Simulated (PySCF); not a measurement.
Working with the constants of Tl₂

PBE0 constants of Tl₂, ³Πu (triplet), unpaired electrons σ ↑, π ↑ (Tl cc-pVTZ-PP with ECP60; scalar-relativistic core potentials (PySCF 2.14); masses 204.9744 and 204.9744 u):

| Item | Value |
| --- | --- |
| ωe | 80.5 cm⁻¹ |
| ωexe | 0.146 cm⁻¹ |
| Be | 0.016871 cm⁻¹ |
| αe | 4.89e-05 cm⁻¹ |
| D (centrifugal) | 2.97e-09 cm⁻¹ |
| De to Tl + Tl | 1.18 eV |

Problem. Give the vibrational terms G(v) and spacings up to v = 6.

Solution. G(v) = ωe(v+½) − ωexe(v+½)².

| v | G(v) (cm⁻¹) | G(v) − G(v−1) | Bv (cm⁻¹) |
| --- | --- | --- | --- |
| 0 | 40.2 |  | 0.01685 |
| 1 | 120.4 | 80.2 | 0.01680 |
| 2 | 200.3 | 79.9 | 0.01675 |
| 3 | 280.0 | 79.6 | 0.01670 |
| 4 | 359.3 | 79.3 | 0.01665 |
| 5 | 438.3 | 79.0 | 0.01660 |
| 6 | 517.1 | 78.7 | 0.01655 |

Problem. How well does the Morse estimate ωe²/(4ωexe) reproduce De, and what is D0?

Solution. It gives 1.38 eV, 117 % of the computed De. D0 = De − G(0) = 1.18 − 0.00 = 1.18 eV.

Spin–orbit coupling is left out, which matters for elements this heavy, above all for dissociation energies. The state is the lowest determinant that a PBE0 search found; another state may lie lower at other levels.
